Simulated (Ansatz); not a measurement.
`C[CH](C)[In]([NH2])[NH2]` + `C[N](C)[GeH]` → `C[N](C)[In]([NH2])[NH2]` + `C[CH](C)[GeH]`  (redistribution)

Gas-phase electronic energies from Ansatz, PBE0-D4/def2-TZVP geometries. CBS: MP2 limit from def2 TZ/QZ plus the TZ coupled-cluster correction, frozen cores. Elements past krypton have def2 core potentials. For Ge, In outer-core shells are correlated without core-valence functions, which leaves a few kJ/mol of doubt a bond. Scalar relativity is left out up to krypton. Each species was taken in one conformer, which may not be the lowest.

```tsv
species	CCSD(T)/def2-TZVPP energy (Eh)
`C[CH](C)[In]([NH2])[NH2]`	-419.56439
`C[N](C)[GeH]`	-2210.52839
`C[N](C)[In]([NH2])[NH2]`	-435.59101
`C[CH](C)[GeH]`	-2194.46886
```

Task: Work out ΔE.

Result: ΔE = (-435.59101) + (-2194.46886) − (-419.56439) − (-2210.52839) = 0.03291 Eh = +86.4 kJ/mol. CCSD(T)/CBS gives +84.8 kJ/mol.

Largest T1 diagnostic among the species: 0.016.

From r2SCAN to r2SCAN0 (25 % exact exchange), in def2-TZVPP and without D4, ΔE moves by −6.1 kJ/mol. Leaving LDA and LC-ωPBE aside and taking each functional with its dispersion term where it has one, the values, not all of them listed here, spread over 12.5 kJ/mol, from ωB97X-V to BLYP-D4. LDA lies +5.6 kJ/mol from PBE without D4.
